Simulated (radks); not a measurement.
Question: Radial electron density D(r) = 4 pi r^2 rho(r) of an atom or ion with 4 electrons. All-electron calculation, non-relativistic Kohn-Sham, LDA (Slater exchange, Perdew-Wang correlation), spin-polarised, spherical densities, point nucleus. Program: a radial shooting solver on a logarithmic mesh with Libxc functionals.

| r (bohr) | D(r) (e/bohr) |
|---|---|
| 0.01692 | 0.3771 |
| 0.01863 | 0.4477 |
| 0.02067 | 0.5380 |
| 0.02293 | 0.6446 |
| 0.02525 | 0.7598 |
| 0.02801 | 0.9050 |
| 0.03083 | 1.060 |
| 0.03421 | 1.254 |
| 0.03766 | 1.458 |
| 0.04179 | 1.709 |
| 0.046 | 1.969 |
| 0.05104 | 2.283 |
| 0.05664 | 2.630 |
| 0.06234 | 2.978 |
| 0.06917 | 3.381 |
| 0.07614 | 3.772 |
| 0.08449 | 4.207 |
| 0.093 | 4.610 |
| 0.1032 | 5.033 |
| 0.1136 | 5.397 |
| 0.126 | 5.741 |
| 0.1399 | 6.013 |
| 0.154 | 6.180 |
| 0.1708 | 6.250 |
| 0.188 | 6.200 |
| 0.2086 | 6.012 |
| 0.2297 | 5.713 |
| 0.2548 | 5.263 |
| 0.2805 | 4.750 |
| 0.3113 | 4.120 |
| 0.3454 | 3.454 |
| 0.3802 | 2.849 |
| 0.4218 | 2.252 |
| 0.4643 | 1.789 |
| 0.5152 | 1.415 |
| 0.5672 | 1.199 |
| 0.6293 | 1.103 |
| 0.6927 | 1.123 |
| 0.7686 | 1.227 |
| 0.8529 | 1.373 |
| 0.9388 | 1.501 |
| 1.042 | 1.594 |
| 1.147 | 1.610 |
| 1.272 | 1.539 |
| 1.401 | 1.397 |
| 1.554 | 1.180 |
| 1.711 | 0.9473 |
| 1.898 | 0.6941 |
| 2.106 | 0.4684 |
| 2.318 | 0.3011 |
| 2.572 | 0.1700 |
| 2.832 | 0.09135 |
| 3.142 | 0.04175 |
| 3.459 | 0.01814 |
| 3.838 | 0.006449 |
| 4.224 | 0.002176 |
| 4.687 | 0.0005731 |

What is the nuclear charge?

Answer: Z = 6. The innermost maximum, from 1s, lies near 1/Z = 0.167 bohr (found: 0.172), and its height grows with Z. The density is that of the carbon ion C2+ in [He] 2s2; the configuration itself is not fixed sharply by these data. D(r) has 2 maxima, at r = 0.172, 1.12 bohr, and minima at 0.645 bohr, inside which lie 2.06 electrons.
